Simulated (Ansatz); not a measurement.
Molecule: C$_{2}$H$_{6}$FGa, net charge 0, singlet state. 
Structure (B3LYP-D3(BJ)/def2-TZVP (Ansatz, an electronic-structure program) minimum search):
```
Ga
F 1 1.7867
C 1 1.9659 2 112.00
H 3 1.0892 1 112.30 2 -180.00
H 3 1.0912 4 109.11 1 121.35
H 3 1.0912 4 109.11 5 117.30
C 1 1.9659 2 112.00 3 180.00
H 7 1.0892 1 112.30 2 180.00
H 7 1.0912 8 109.11 1 -121.35
H 7 1.0912 8 109.11 9 -117.30
```

Property: vertical ionisation energy (to the doublet state of charge +1; each state is the SCF solution reached for its spin), in eV. Valence correlation only, unless marked. Open shells are spin-unrestricted. Spin-orbit coupling is left out. The frozen core is the preceding noble-gas configuration, with the filled d and f shells of earlier blocks. No relativistic terms. Basis-set limits of correlation are two-point, X^-3; Hartree-Fock from the larger set. [CCSD(T)-MP2]/basis is that difference in the basis named.

| level | program | vertical ionisation energy (eV) |
|---|---|---|
| HF/aug-cc-pVDZ | Ansatz | 9.57 |
| HF/aug-cc-pVTZ | Ansatz | 9.51 |

Problem. Estimate the value at RI-MP2/CBS(aug-cc-pVTZ,aug-cc-pVQZ)+[CCSD(T)-MP2]/aug-cc-pVTZ as computed with Ansatz.

Solution. 10.49 eV
